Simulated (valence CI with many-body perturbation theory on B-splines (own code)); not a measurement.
**E1 transitions of Er³⁷⁺**

Level of theory: configuration interaction combined with many-body perturbation theory (CI+MBPT): three valence electrons over a frozen Dirac-Fock core [Ar] 3d10, a basis of 11 s, 11 p, 9 d, 7 f, 5 g, 2 h, 1 i functions for each j, with the one-electron correlation potential Σ1 (screened to all orders), the two-electron term Σ2, the three-electron term Σ3, Breit, model QED; selected single and double excitations, second order for the rest (own B-spline code, finite nucleus).

No measured spectrum was set against this ion. As an estimate, large intervals hold to a few tenths of a per cent, small ones and those within an open d or f shell to about a per cent.

Lines 101 to 150 of 270 in falling wavelength, among levels below 33.717 Ry, chosen from the strongest by gf and those to the six lowest levels. Wavelengths and rates use the calculated energies. Electric multipoles are in the length gauge, E1 and E2 with the static RPA response of the core. Weak lines are less certain than strong ones. Lines between different terms over intervals too small for the method are left out, as are lines whose strength nearly cancels. Where a level lies close to another of its J and parity, the split of strength between their lines is uncertain. The highest levels of a list are the least certain.

Levels are named by their leading jj configuration (3d3/2^4 stands for four electrons in 3d with j = 3/2), which in mixed levels can hold well under half, so a name can repeat and another be missing. Letters in brackets count levels of one name in rising energy.

| λ vac (Å) | Upper | Lower | A (s⁻¹) | S (a.u.) with core polarisation | S without |
| --- | --- | --- | --- | --- | --- |
| 83.99 | (4s 4p3/2 4d3/2) J=3/2 [b] | (4s^2 4d3/2) J=3/2 | 1.62e+11 | 1.90e-01 | 2.02e-01 |
| 83.94 | (4p1/2 4p3/2 4d3/2) J=3/2 [a] | (4s 4p1/2 4d3/2) J=5/2 | 6.81e+10 | 7.95e-02 | 8.48e-02 |
| 83.30 | (4s^2 4f5/2) J=5/2 | (4s^2 4d5/2) J=5/2 | 5.25e+10 | 8.99e-02 | 9.62e-02 |
| 83.24 | (4p1/2 4p3/2 4d5/2) J=3/2 [b] | (4p1/2 4p3/2^2) J=1/2 | 1.74e+11 | 1.98e-01 | 2.11e-01 |
| 83.22 | (4s 4p3/2 4d5/2) J=3/2 [a] | (4s 4p3/2^2) J=5/2 | 1.15e+11 | 1.31e-01 | 1.39e-01 |
| 83.10 | (4p1/2 4p3/2 4d3/2) J=3/2 [b] | (4s 4p1/2 4d3/2) J=1/2 | 3.51e+10 | 3.97e-02 | 4.25e-02 |
| 83.09 | (4p1/2 4p3/2 4d5/2) J=5/2 [b] | (4s 4p1/2 4d5/2) J=5/2 [b] | 2.12e+11 | 3.60e-01 | 3.83e-01 |
| 83.00 | (4p1/2 4p3/2 4d3/2) J=3/2 [b] | (4s 4p1/2 4d3/2) J=3/2 [b] | 5.45e+10 | 6.15e-02 | 6.54e-02 |
| 82.94 | (4s 4p1/2 4d5/2) J=7/2 | (4s 4p1/2 4p3/2) J=5/2 | 1.47e+11 | 3.31e-01 | 3.51e-01 |
| 82.79 | (4p1/2 4p3/2 4d5/2) J=1/2 | (4p1/2 4p3/2^2) J=1/2 | 3.17e+11 | 1.77e-01 | 1.89e-01 |
| 82.75 | (4p1/2 4p3/2 4d3/2) J=5/2 [a] | (4s 4p1/2 4d3/2) J=3/2 [a] | 3.49e+10 | 5.86e-02 | 6.27e-02 |
| 82.72 | (4s 4p1/2 4d3/2) J=3/2 [b] | (4s 4p1/2 4p3/2) J=3/2 [a] | 9.19e+08 | 1.03e-03 | 1.12e-03 |
| 82.67 | (4s 4p3/2 4d5/2) J=3/2 [b] | (4s 4p3/2^2) J=3/2 | 4.17e+10 | 4.65e-02 | 4.94e-02 |
| 82.62 | (4s 4p1/2 4d3/2) J=1/2 | (4s 4p1/2 4p3/2) J=3/2 [a] | 7.53e+09 | 4.19e-03 | 4.46e-03 |
| 82.56 | (4s 4p1/2 4d5/2) J=5/2 [b] | (4s 4p1/2 4p3/2) J=5/2 | 1.67e+11 | 2.78e-01 | 2.96e-01 |
| 82.47 | (4p1/2 4p3/2^2) J=1/2 | (4s 4p1/2 4p3/2) J=3/2 [b] | 2.64e+11 | 1.46e-01 | 1.56e-01 |
| 82.43 | (4p1/2 4p3/2 4d5/2) J=5/2 [a] | (4p1/2 4p3/2^2) J=3/2 | 1.07e+11 | 1.78e-01 | 1.88e-01 |
| 82.39 | (4s 4p1/2 4f5/2) J=5/2 [a] | (4s 4p1/2 4d3/2) J=3/2 [b] | 2.49e+10 | 4.13e-02 | 4.40e-02 |
| 82.33 | (4s 4p1/2 4f5/2) J=5/2 [b] | (4s 4p1/2 4d5/2) J=5/2 [b] | 3.61e+10 | 5.97e-02 | 6.32e-02 |
| 82.23 | (4s 4p3/2 4d5/2) J=1/2 | (4s 4p3/2^2) J=1/2 | 3.29e+11 | 1.80e-01 | 1.92e-01 |
| 82.23 | (4s 4p1/2 4p3/2) J=3/2 [b] | (4s^2 4p1/2) J=1/2 | 1.85e+11 | 2.03e-01 | 2.17e-01 |
| 82.10 | (4p1/2 4p3/2 4d5/2) J=3/2 [a] | (4p1/2 4p3/2^2) J=3/2 | 2.49e+11 | 2.72e-01 | 2.89e-01 |
| 82.02 | (4s 4p3/2 4d3/2) J=3/2 [b] | (4s 4p3/2^2) J=5/2 | 5.48e+10 | 5.97e-02 | 6.37e-02 |
| 81.83 | (4s 4p1/2 4f7/2) J=7/2 [a] | (4s 4p1/2 4d5/2) J=5/2 [a] | 1.73e+11 | 3.73e-01 | 3.95e-01 |
| 81.76 | (4s 4p1/2 4d5/2) J=5/2 [a] | (4s 4p1/2 4p3/2) J=3/2 [a] | 1.59e+11 | 2.57e-01 | 2.73e-01 |
| 81.67 | (4p1/2^2 4p3/2) J=3/2 | (4s 4p1/2^2) J=1/2 | 1.19e+11 | 1.28e-01 | 1.37e-01 |
| 81.57 | (4s 4p1/2 4d5/2) J=5/2 [c] | (4s 4p1/2 4p3/2) J=3/2 [b] | 3.32e+11 | 5.33e-01 | 5.67e-01 |
| 81.57 | (4p1/2 4p3/2 4d3/2) J=1/2 [b] | (4s 4p1/2 4d3/2) J=1/2 | 1.26e+11 | 6.76e-02 | 7.21e-02 |
| 81.50 | (4s 4p3/2 4d5/2) J=3/2 [b] | (4s^2 4d5/2) J=5/2 | 3.08e+11 | 3.29e-01 | 3.51e-01 |
| 81.43 | (4p1/2 4p3/2 4d5/2) J=7/2 [b] | (4s 4p1/2 4d5/2) J=5/2 [c] | 3.81e+11 | 8.13e-01 | 8.62e-01 |
| 81.35 | (4p1/2 4p3/2 4d5/2) J=5/2 [a] | (4s 4p1/2 4d5/2) J=5/2 [a] | 9.65e+10 | 1.54e-01 | 1.64e-01 |
| 81.35 | (4s 4p1/2 4f7/2) J=7/2 [b] | (4s 4p1/2 4d5/2) J=5/2 [b] | 1.95e+11 | 4.14e-01 | 4.38e-01 |
| 81.33 | (4s 4p1/2 4f7/2) J=9/2 | (4s 4p1/2 4d5/2) J=7/2 | 2.35e+11 | 6.25e-01 | 6.61e-01 |
| 81.22 | (4s 4p3/2 4d5/2) J=5/2 [a] | (4s 4p3/2^2) J=5/2 | 2.92e+11 | 4.64e-01 | 4.93e-01 |
| 81.14 | (4s 4p1/2 4d5/2) J=3/2 | (4s 4p1/2 4p3/2) J=1/2 | 3.91e+11 | 4.12e-01 | 4.39e-01 |
| 81.06 | (4p1/2 4p3/2 4d3/2) J=3/2 [a] | (4s 4p1/2 4d3/2) J=3/2 [a] | 1.32e+11 | 1.38e-01 | 1.48e-01 |
| 81.06 | (4p1/2 4p3/2 4d5/2) J=5/2 [b] | (4p1/2 4p3/2^2) J=3/2 | 2.28e+10 | 3.60e-02 | 3.80e-02 |
| 81.03 | (4p1/2 4p3/2 4d5/2) J=3/2 [a] | (4s 4p1/2 4d5/2) J=5/2 [a] | 9.65e+10 | 1.01e-01 | 1.08e-01 |
| 80.98 | (4s 4p1/2 4f7/2) J=7/2 [b] | (4s 4p1/2 4d5/2) J=7/2 | 8.75e+10 | 1.84e-01 | 1.95e-01 |
| 80.74 | (4s 4p1/2 4p3/2) J=1/2 | (4s^2 4p1/2) J=1/2 | 3.89e+11 | 2.02e-01 | 2.15e-01 |
| 80.73 | (4p1/2 4p3/2 4d3/2) J=1/2 [a] | (4s 4p1/2 4d3/2) J=3/2 [a] | 2.50e+11 | 1.30e-01 | 1.39e-01 |
| 80.71 | (4s 4p3/2^2) J=1/2 | (4s^2 4p3/2) J=3/2 | 2.73e+11 | 1.42e-01 | 1.51e-01 |
| 80.70 | (4p1/2 4p3/2^2) J=3/2 | (4s 4p1/2 4p3/2) J=3/2 [a] | 2.03e+11 | 2.11e-01 | 2.25e-01 |
| 80.49 | (4s 4p3/2 4d5/2) J=3/2 [b] | (4s 4p3/2^2) J=1/2 | 2.53e+11 | 2.60e-01 | 2.76e-01 |
| 80.35 | (4s 4p1/2 4f5/2) J=5/2 [b] | (4p1/2 4p3/2^2) J=3/2 | 4.86e+10 | 7.46e-02 | 7.89e-02 |
| 80.02 | (4p1/2 4p3/2 4d5/2) J=5/2 [b] | (4s 4p1/2 4d5/2) J=5/2 [a] | 2.16e+10 | 3.28e-02 | 3.48e-02 |
| 79.85 | (4s 4p3/2 4d3/2) J=1/2 [b] | (4s^2 4d3/2) J=3/2 | 4.17e+11 | 2.10e-01 | 2.24e-01 |
| 79.72 | (4s^2 4d5/2) J=5/2 | (4s^2 4p3/2) J=3/2 | 4.19e+11 | 6.29e-01 | 6.69e-01 |
| 79.69 | (4s 4p1/2 4d5/2) J=3/2 | (4s 4p1/2 4p3/2) J=3/2 [b] | 1.26e+11 | 1.26e-01 | 1.35e-01 |
| 79.63 | (4s 4p3/2 4d5/2) J=5/2 [b] | (4s 4p3/2^2) J=3/2 | 4.96e+11 | 7.41e-01 | 7.87e-01 |
